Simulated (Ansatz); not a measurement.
`[OH][GeH2][SH]` and `[SiH3][O][GeH2][SH]` differ in one atom or group.

Ansatz, PBE0-D4/def2-TZVP geometries, multiplicity 1. Each molecule was computed in one conformer, which needn't be the lowest.

Scalar relativity is left out up to krypton.

```json
{"property": "HOMO energy (B3LYP/def2-TZVPP) / eV", "`[OH][GeH2][SH]`": "-7.35"}
{"property": "HOMO–LUMO gap (PBE/def2-TZVPP) / eV", "`[OH][GeH2][SH]`": "5.54"}
{"property": "size of the dipole moment (B3LYP/def2-TZVPP) / D", "`[OH][GeH2][SH]`": "0.29"}
{"property": "LUMO energy (ωB97M-V/def2-TZVPP) / eV", "`[OH][GeH2][SH]`": "1.98"}
{"property": "size of the dipole moment (PBE/def2-TZVPP) / D", "`[OH][GeH2][SH]`": "0.23"}
{"property": "LUMO energy (B3LYP/def2-TZVPP) / eV", "`[OH][GeH2][SH]`": "-0.14"}
```

(1) What does the change do to each property? (Estimate.)

Answers

(1) The calculation gave: 
| property | `[SiH3][O][GeH2][SH]` | shift |
| --- | --- | --- |
| HOMO energy (B3LYP/def2-TZVPP) / eV | -7.52 | -0.17 |
| HOMO–LUMO gap (PBE/def2-TZVPP) / eV | 5.49 | -0.05 |
| size of the dipole moment (B3LYP/def2-TZVPP) / D | 1.07 | 0.78 |
| LUMO energy (ωB97M-V/def2-TZVPP) / eV | 1.63 | -0.35 |
| size of the dipole moment (PBE/def2-TZVPP) / D | 1.08 | 0.85 |
| LUMO energy (B3LYP/def2-TZVPP) / eV | -0.35 | -0.21 |

With PBE0 the HOMO falls by 0.17 eV and the LUMO falls by 0.29 eV, so the gap narrows by about 0.12 eV. PBE moves the HOMO by -0.19 eV and ωB97M-V by -0.18 eV. Dipoles are sizes alone; their direction can turn.

B3LYP here is the variant with VWN-RPA as its local correlation; programs differ in this.
